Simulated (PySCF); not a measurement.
F4Te, SMILES F[Te+](F)(F)F, charge +1, multiplicity 2.

The structure is a stationary point at PBE0-D3(BJ)/def2-SVP. The def2 effective core potentials stand for the cores of Te; spin–orbit coupling is left out.

Two levels are set side by side: PBE/def2-TZVP (PySCF) and M06-2X/def2-TZVP (PySCF). Same geometry, gas phase. Differences are taken from unrounded values.

```csv
quantity,PBE
α-spin orbital gap (eV),5.25
β-spin orbital gap (eV),2.14
mean polarisability (bohr³),37.3
```

### Question
These are the PBE values. What does M06-2X give? (The exact figures need the calculation; the answer reports its results.)

### Answer

```json
[
 {"quantity": "α-spin orbital gap (eV)", "M06-2X": "10.17", "PBE minus M06-2X": "-4.92"},
 {"quantity": "β-spin orbital gap (eV)", "M06-2X": "8.57", "PBE minus M06-2X": "-6.43"},
 {"quantity": "mean polarisability (bohr³)", "M06-2X": "35.5", "PBE minus M06-2X": "1.8"}
]
```

Loosely held outer electrons make PBE densities more polarisable. Differences between two approximate levels are no errors against the true value.

Rough cost on one machine, each run with all the roots and properties that it gave: M06-2X against PBE about 3 times.
